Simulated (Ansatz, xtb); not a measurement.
## C4H6Br2: which of two isomers lies lower

Structure I is `C/C(=C/Br)CBr`, a singlet and structure II is `C=C(CBr)CBr`, a singlet. Both are isolated molecules in the gas phase, relaxed with PBE0-D3(BJ)/def2-SVP; the shapes shown needn't be the lowest conformers.

I (Å):

```yaml
atoms:
  - { symbol: C, position_ang: [-0.0463, 0.5627, 0.8031] }
  - { symbol: C, position_ang: [0.0501, -0.3915, -0.3485] }
  - { symbol: C, position_ang: [0.9195, -1.4109, -0.3085] }
  - { symbol: C, position_ang: [-0.8475, -0.1408, -1.5092] }
  - { symbol: Br, position_ang: [1.1838, -2.6699, -1.6758] }
  - { symbol: Br, position_ang: [-0.2645, 1.4268, -2.5333] }
  - { symbol: H, position_ang: [0.6639, 0.3147, 1.6031] }
  - { symbol: H, position_ang: [-1.0640, 0.5589, 1.2275] }
  - { symbol: H, position_ang: [0.1586, 1.5895, 0.4596] }
  - { symbol: H, position_ang: [1.5656, -1.5873, 0.5536] }
  - { symbol: H, position_ang: [-1.8702, 0.0936, -1.1860] }
  - { symbol: H, position_ang: [-0.8589, -0.9756, -2.2181] }
```

II (Å):

```xyz
12

C    -1.4006    1.3277   -1.3469
C    -1.1035    0.0226   -1.3216
C     0.1490   -0.4755   -0.6823
C    -2.0116   -0.9917   -1.9315
Br   -0.2303   -1.5704    0.8976
Br   -1.1825   -1.8721   -3.4730
H    -2.3036    1.6955   -1.8410
H    -0.7499    2.0680   -0.8742
H     0.7119   -1.1325   -1.3588
H     0.7891    0.3452   -0.3402
H    -2.2403   -1.8020   -1.2264
H    -2.9409   -0.5421   -2.2983
```

Problem. Estimate which is lower in electronic energy at CCSD(T)/def2-SVP + ΔMP2/def2-TZVPP, and by roughly how much.

Solution. Too close to call at this level: CCSD(T)/def2-SVP + ΔMP2/def2-TZVPP gives E(II) − E(I) = 0.00 kcal/mol.

Level by level:

```csv
level,geometry,E(II) − E(I) (kcal/mol),departure from the last row (kcal/mol),"job, with rough time for the two"
GFN2-xTB,GFN2-xTB,+3.54,+3.55,"optimisation, 0.14 s"
HF/STO-3G,GFN2-xTB,+5.57,+5.57,"single point, 0.5 s"
r2SCAN-D4/def2-SVP,GFN2-xTB,+1.79,+1.80,"single point, 4.2 s"
PBE0-D3(BJ)/def2-SVP,PBE0-D3(BJ)/def2-SVP,+1.38,+1.39,"optimisation, 54 s"
HF/def2-SVP,PBE0-D3(BJ)/def2-SVP,−1.40,−1.39,part of the CCSD(T) run
MP2/def2-SVP,PBE0-D3(BJ)/def2-SVP,+0.91,+0.92,part of the CCSD(T) run
CCSD(T)/def2-SVP,PBE0-D3(BJ)/def2-SVP,+0.37,+0.37,single point
CCSD(T)/def2-SVP + ΔMP2/def2-TZVPP,PBE0-D3(BJ)/def2-SVP,0.00,,"single point, 1.9 min"
```

As drawn, both hold the same kinds of bond in the same numbers. Structure I has 1 methyl group, II 0.

The largest departure from CCSD(T)/def2-SVP + ΔMP2/def2-TZVPP is that of HF/STO-3G, 5.57 kcal/mol. The last row adds to CCSD(T) the change of the MP2 difference between the two basis sets, here −0.37 kcal/mol.

With thermal terms from frequencies at re-optimised GFN2-xTB minima (ideal gas, soft modes damped towards free rotors, one conformer each, 298.15 K, 1 atm): on the last row, ΔE + ΔZPE = +0.05, ΔH = −0.11, ΔG = +0.43 kcal/mol.

The correlated steps freeze 22 core orbitals; the filled d shell of Br is correlated, in a basis made for valence electrons. Programs: Ansatz 0.2.0, xtb 6.7.1; the last row on 4 threads of Arm Neoverse V2 on a shared host.
